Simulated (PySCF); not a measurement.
A GIAO shielding run with PySCF 2.14 (density fitting, non-relativistic, gas phase) on `N#CCOB(O)C#N`, C3H3BN2O2:

```
$ OMP_NUM_THREADS=1 python probes_run.py task.json out

{"job": {"kind": "nmr", "xc": "PBE0", "basis": "pcSseg-2", "pop": true}, "charge": 0, "multiplicity": 1}
N      2.136921    -0.018050     2.267634
C      1.748343     0.024403     1.179846
C      1.246311     0.081870    -0.196129
O      0.142526    -0.764866    -0.371730
B     -1.150904    -0.350080    -0.336032
O     -2.157146    -1.229086    -0.432468
C     -1.483098     1.168469    -0.207593
N     -1.660624     2.309311    -0.112806
H      1.005949     1.132502    -0.435299
H      2.048964    -0.245435    -0.874790
H     -1.849015    -2.141239    -0.498096
```

Hardware: 1 thread of an Arm Neoverse V1, shared host. The job also computes population analyses, field gradients.

**Question.** How large is the calculation?

**Answer.** 56 electrons, 330 basis functions and 882 auxiliary functions.

**Question.** How long does it take, and how much memory does it need?

**Answer.** 49 s of wall time, with 15 SCF cycles and 5 response iterations; peak memory 1.3 GiB. Times on a shared host scatter by some tens of per cent.

**Question.** And these other runs on the same molecule and hardware: GIAO shielding at BHandHLYP/pcSseg-1; GIAO shielding at BLYP/pcSseg-1; GIAO shielding at BP86/pcSseg-1; GIAO shielding at CAM-B3LYP/pcSseg-1; GIAO shielding at KT2/pcSseg-1; GIAO shielding at KT3/pcSseg-1?

**Answer.** BHandHLYP/pcSseg-1: 151 functions, 12 s; BLYP/pcSseg-1: 151 functions, 20 s; BP86/pcSseg-1: 151 functions, 20 s; CAM-B3LYP/pcSseg-1: 151 functions, 17 s; KT2/pcSseg-1: 151 functions, 20 s; KT3/pcSseg-1: 151 functions, 20 s.
